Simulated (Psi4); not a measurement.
CH$_{12}$GeSi$_{3}$ (SMILES [CH3][Ge]([SiH3])([SiH3])[SiH3]), singlet, geometry from GFN2-xTB, atoms displaced at random by about 0.08 Å a coordinate; PBE/STO-3G, gradient in Psi4 1.11.

Input for Psi4:
```
memory 2 GB

molecule {
0 1
C    -0.08523185   -0.32261830    2.19730406
Ge    0.06405332   -0.09277255    0.05222078
Si    0.02411102    2.30644403   -0.15004976
Si   -1.95875567   -1.09244896   -0.76532637
Si    2.10624270   -0.90719644   -0.47982268
H    -1.11690710    0.07972868    2.46452760
H    -0.18221969   -1.39696895    2.40989047
H     0.57225686    0.11672973    2.53207304
H     0.15963438    2.72529755   -1.52734600
H    -1.44039075    2.93698863    0.44581119
H     1.05590052    3.10584466    0.86932262
H    -3.19266125   -0.60140114   -0.27600126
H    -1.94609773   -2.58778501   -0.38094464
H    -1.91685713   -0.95237652   -2.10336055
H     2.15068369   -2.39398170   -0.23707178
H     3.08126443   -0.52810639    0.22854488
H     2.17349386   -0.82840677   -1.92820378
symmetry c1
no_reorient
no_com
}

set {
  basis sto-3g
}

gradient('pbe')
print_variables()
```

What the program printed (banner, timings and long lists left out):

```
gradient() will perform analytic gradient computation.

   => Loading Basis Set <=

    Name: STO-3G
    Role: ORBITAL
    Keyword: BASIS

         ---------------------------------------------------------
                                   SCF
               by Justin Turney, Rob Parrish, Andy Simmonett
                          and Daniel G. A. Smith
                              RKS Reference
         ---------------------------------------------------------

  ==> Geometry <==

    Molecular point group: c1
    Full point group: C1

    Geometry (in Angstrom), charge = 0, multiplicity = 1:

       Center              X                  Y                   Z               Mass
    ------------   -----------------  -----------------  -----------------  -----------------
         C           -0.085231850000    -0.322618300000     2.197304060000    12.000000000000
         GE           0.064053320000    -0.092772550000     0.052220780000    73.921177761000
         SI           0.024111020000     2.306444030000    -0.150049760000    27.976926534650
         SI          -1.958755670000    -1.092448960000    -0.765326370000    27.976926534650
         SI           2.106242700000    -0.907196440000    -0.479822680000    27.976926534650
         H           -1.116907100000     0.079728680000     2.464527600000     1.007825032230
         H           -0.182219690000    -1.396968950000     2.409890470000     1.007825032230
         H            0.572256860000     0.116729730000     2.532073040000     1.007825032230
         H            0.159634380000     2.725297550000    -1.527346000000     1.007825032230
         H           -1.440390750000     2.936988630000     0.445811190000     1.007825032230
         H            1.055900520000     3.105844660000     0.869322620000     1.007825032230
         H           -3.192661250000    -0.601401140000    -0.276001260000     1.007825032230
         H           -1.946097730000    -2.587785010000    -0.380944640000     1.007825032230
         H           -1.916857130000    -0.952376520000    -2.103360550000     1.007825032230
         H            2.150683690000    -2.393981700000    -0.237071780000     1.007825032230
         H            3.081264430000    -0.528106390000     0.228544880000     1.007825032230
         H            2.173493860000    -0.828406770000    -1.928203780000     1.007825032230

  Running in c1 symmetry.

  Rotational constants: A =      0.04714  B =      0.04365  C =      0.03201 [cm^-1]
[...]
  @DF-RKS Final Energy: -2955.26416319051805
    Total Energy =                      -2955.2641631905180475
[...]
    Meta                =          FALSE

    Exchange Hybrid     =          FALSE
    MP2 Hybrid          =          FALSE

   => Exchange Functionals <=

    1.0000     XC_GGA_X_PBE

   => Correlation Functionals <=

    1.0000     XC_GGA_C_PBE

   => LibXC Density Thresholds  <==

    XC_GGA_C_PBE:  1.00E-12
    XC_GGA_X_PBE:  1.00E-15

   => Molecular Quadrature <=

    Radial Scheme          =       TREUTLER
    Pruning Scheme         =           NONE
    Nuclear Scheme         =       TREUTLER

    Blocking Scheme        =         OCTREE
    BS radius alpha        =              1
    Pruning alpha          =              1
    Radial Points          =             75
    Spherical Points       =            302
    Total Points           =         358792
    Total Blocks           =           2671
    Max Points             =            256
    Max Functions          =             54
    Weights Tolerance      =       1.00E-15

  -Total Gradient:
     Atom            X                  Y                   Z
    ------   -----------------  -----------------  -----------------
       1        0.327612777831     0.179224620896     0.214559993394
       2        0.024668812948    -0.017128473900    -0.054744045459
       3        0.032121989061    -0.025535992303    -0.078486687540
       4       -0.050131433826     0.039122281069    -0.074370762037
       5        0.123690348694     0.084154880274     0.070259872210
       6       -0.029963809401    -0.000316425762     0.001880741288
       7       -0.015639734058    -0.001266628043    -0.004185969448
       8       -0.285015792022    -0.184232242327    -0.157845783417
       9       -0.003671486772    -0.004729744741     0.004808347895
      10       -0.058174020537     0.029064681668     0.029329977300
      11        0.032013646070     0.033277560344     0.043740731482
      12        0.015208944167    -0.013525717778    -0.008875245013
      13       -0.000521420584    -0.033138897832     0.011838286202
      14        0.002875836189    -0.003279784440     0.066186283531
      15        0.004962586621    -0.019664823398     0.003225612243
      16       -0.106696009887    -0.054956899557    -0.068459398246
      17       -0.013379345246    -0.007053350942     0.001067615727

  Variable Map:
  ----------------------------------------------------------------------------
[...]
  Array Variable Map:
  ----------------------------------------------------------------------------
[...]
[...]
```
